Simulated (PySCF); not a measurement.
SMILES S(C)CC(C)(C)C at its GFN2-xTB optimised geometry (Å):

```
21

C      1.7980    -2.2568     0.0293
S      1.5521    -0.4612     0.0000
C     -0.2782    -0.4612     0.0000
C     -0.8792     0.9457     0.0000
C     -0.4375     1.7015     1.2536
C     -0.4295     1.7052    -1.2485
C     -2.4054     0.8075    -0.0051
H      1.3458    -2.7019    -0.8533
H      2.8690    -2.4285     0.0244
H      1.3589    -2.6712     0.9333
H     -0.5940    -1.0099    -0.8897
H     -0.5935    -1.0094     0.8901
H     -0.8707     2.6988     1.2660
H     -0.7567     1.1760     2.1512
H      0.6457     1.7931     1.2742
H     -0.7414     1.1813    -2.1496
H      0.6538     1.7979    -1.2611
H     -0.8637     2.7019    -1.2616
H     -2.7418     0.2707    -0.8897
H     -2.7474     0.2675     0.8754
H     -2.8690     1.7910    -0.0047
```

Computed with CAM-B3LYP/def2-SVP (PySCF). Cells within 0.4 Å of a nucleus heavier than hydrogen are left out (blank, or x).

Map of the electrostatic potential (hartree/e), clipped to [-0.08, 0.12] on the plane z = 0.0 Å:

```
|2222222222111111111111111|
|2222222222211111111111111|
|2222222222211111111111111|
|2222222222221111111111111|
|2222222222221111111111111|
|2222333222322111111111111|
|2223696333443221111111111|
|2224999657885322111001111|
|1224999999999432100000111|
|1123999999x99543200000111|
|112399xx9xx99778730000011|
|1123999999999999994000111|
|1112499999999999999310111|
|11122355599xx99xx99621111|
|22222223499x9999x99621111|
|2222222235999999999632221|
|2222222223456799999953222|
|2222222222233599xx9995322|
|2222222222223499xx9996322|
|2222222222222369999994322|
|2222222222222235875543222|
|2222222222222223332222222|
|2222222222222222222222222|
|2222222222222222222222222|
|2222222222222222222222222|
```
Scale: ten equal steps from -0.029 (start of '0') to 0.120 (end of '9'), in the order '0123456789'; x runs from -5.00 to 5.00, y from -5.00 (bottom) to 5.00 (top).
